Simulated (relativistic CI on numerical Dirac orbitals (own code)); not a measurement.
Spin-allowed bands of a d2 ion in a tetrahedral site, by hand

Problem. Take Δ = 3200 cm⁻¹ and B = 710 cm⁻¹ for a d2 ion in a tetrahedral site. Calculate the three spin-allowed bands.

Working.
1. The terms of highest spin are 3F (energy 0) and 3P (15B = 10650 cm⁻¹). Here the F term splits into A2 at −1.2Δ = -3840, T2 at −0.2Δ = -640 and T1 at +0.6Δ = 1920 cm⁻¹.
2. The two T1 states mix through the element 0.4Δ: H = [[1920, 1280], [1280, 10650]], with roots ½(H₁₁ + H₂₂) ∓ ½√[(H₂₂ − H₁₁)² + 4H₁₂²] = ½(12570) ∓ ½(9098) = 1736 and 10834 cm⁻¹.
3. The ground term is 3A2 at -3840 cm⁻¹.
4. Bands: 3T2 3200 cm⁻¹ (3125 nm), 3T1(F) 5576 cm⁻¹ (1793 nm), 3T1(P) 14674 cm⁻¹ (681 nm).

Check. Exact diagonalisation of the whole d2 shell with these parameters gives 3T2 3200, 3T1 5576, 3T1 14674 cm⁻¹. The match is exact, since without spin-orbit coupling no other term has this spin. The ratio of the second band to the first, 1.743, depends on Δ/B = 4.5 alone, which is how a Tanabe-Sugano diagram is read.
